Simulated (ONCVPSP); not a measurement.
**Pseudopotential generation for terbium (Tb): ONCV, LDA (Perdew-Wang 92), scalar-relativistic.**

```json
{
 "Element": "Tb (Z = 65)",
 "Generator": "ONCVPSP 4.0.1",
 "Type": "optimised norm-conserving Vanderbilt (ONCV)",
 "Functional": "LDA (Perdew-Wang 92)",
 "Relativity": "scalar-relativistic",
 "Frozen core": "[Kr] 4d10 4f8",
 "Valence charge": "11",
 "Reference configuration": "5s2 5p6 5d1 6s2",
 "Partial waves": "5s+6s: rc 2.45 bohr, ncon 3, nbas 7, qcut 5.2 1/bohr, 2 projectors; 5p: rc 2.20 bohr, ncon 4, nbas 7, qcut 6.2 1/bohr, 2 projectors, debl 4 Ha; 5d: rc 2.70 bohr, ncon 4, nbas 8, qcut 3.2 1/bohr, 3 projectors, debl 3 Ha",
 "Local potential": "polynomial inside 1.90 bohr (lpopt 5, dvloc0 4 Ha)",
 "Core correction": "Teter function fitted to the true core (icmod 2), fcfact 0.3"
}
```

Poles of the logarithmic derivatives, all-electron (AE) and pseudo (PS). s: poles at -1.8, 2.3 (AE) and -1.8, 2.2 (PS) Ha. p: poles at -0.6, 4.5 (AE) and -0.6, 4.5 (PS) Ha. d: poles at 0.4, 3.5 (AE) and 0.4, 3.5 (PS) Ha. Test radii: s 2.49, p 2.24, d 2.74 bohr.

* Cutoffs needed: 18 Ha and 31 Ha (the cutoffs (Ha) at which the residual kinetic energy of the hardest occupied pseudo-wave falls to 1 and 0.1 mHa per electron)
* Ghost test: no bound ghost flagged; no localised positive-energy state flagged
* Configuration tests: 2 of 4 tests not solved or not reliable; not counted: 5s2 5p6 5d0 6s2 (all-electron energy unsafe for a near-neutral lanthanide with less than one 5d electron, printed error -1.3 meV)
* rms error of d²Exc/dni dnj: 7.01 mHa without and 1.65 mHa with the model core
